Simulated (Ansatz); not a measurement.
ClF$_{2}$HHfS (`[F][Hf]([F])([SH])[Cl]`). Total charge 0; spin multiplicity 1. Hf takes the def2 core potential. The structure was optimised at the PBE0-D4/def2-TZVP level. It is one conformer, not always the lowest.

```xyz
6

F     0.776   -1.594   -0.885
Hf    0.123    0.140   -0.510
F     1.217    1.479   -1.268
S     0.168    0.469    1.897
Cl   -2.059    0.312   -1.330
H    -0.225   -0.805    2.096
```

**Question.** What is the dipole moment at ωB97M-V/def2-TZVPP? (Estimate.)

**Answer.** The calculation gave: 0.68 D, with components (0.00, -0.57, 0.38) D in this frame, pointing from negative to positive charge.

**Question.** And with PBE, r2SCAN, B3LYP? (An estimate is asked.)

**Answer.** The calculation gave: PBE 0.74 D, r2SCAN 0.75 D, B3LYP 0.75 D.

**Question.** Give the Mulliken charges with ωB97M-V, B3LYP, r2SCAN in def2-TZVPP. (Estimate.)

**Answer.** Computed: 
| atom | ωB97M-V | B3LYP | r2SCAN |
| --- | --- | --- | --- |
| F1 | -0.31 | -0.32 | -0.32 |
| Hf2 | 0.98 | 1.06 | 1.07 |
| F3 | -0.31 | -0.32 | -0.32 |
| S4 | -0.27 | -0.28 | -0.30 |
| Cl5 | -0.23 | -0.25 | -0.26 |
| H6 | 0.13 | 0.12 | 0.12 |

B3LYP here is the variant with VWN-RPA as its local correlation; programs differ in this.
